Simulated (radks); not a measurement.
Si V, configuration [Ne] (the NIST ground configuration).

All-electron calculation, non-relativistic Kohn-Sham, RPBE, spin-unpolarised, spherical densities, point nucleus. Program: a radial shooting solver on a logarithmic mesh with Libxc functionals.

Energy parts (hartree):
part                      energy
total                 -285.55751
kinetic                285.20217
electron-nucleus      -660.49124
Hartree                109.29063
exchange-correlation   -19.55908

Orbitals (lengths in bohr, moments of r in powers of bohr):
orbital  occ.  eigenvalue (hartree)     <r>
1s          2             -67.50032  0.1116
2s          2              -7.04794  0.5656
2p          6              -5.45594  0.5317

The highest occupied level is 2p at -148.46 eV. Virial ratio -V/T = 2.00125. The density falls to 0.001 e/bohr^3 at r = 1.80 bohr. The electron density at the nucleus is 1764 e/bohr^3. Summed over all electrons, <r^2> = 2.926 bohr^2, which gives a Langevin (diamagnetic) susceptibility term of -2.32 x 10^-6 cm^3/mol. For comparison, the ionisation energy in NIST's Atomic Spectra Database is 166.77 eV (measured). In exact Kohn-Sham theory the highest level is minus the ionisation energy, but local and semilocal functionals leave it too shallow, through self-interaction and a potential that decays too fast; potentials with the right tail come closer.
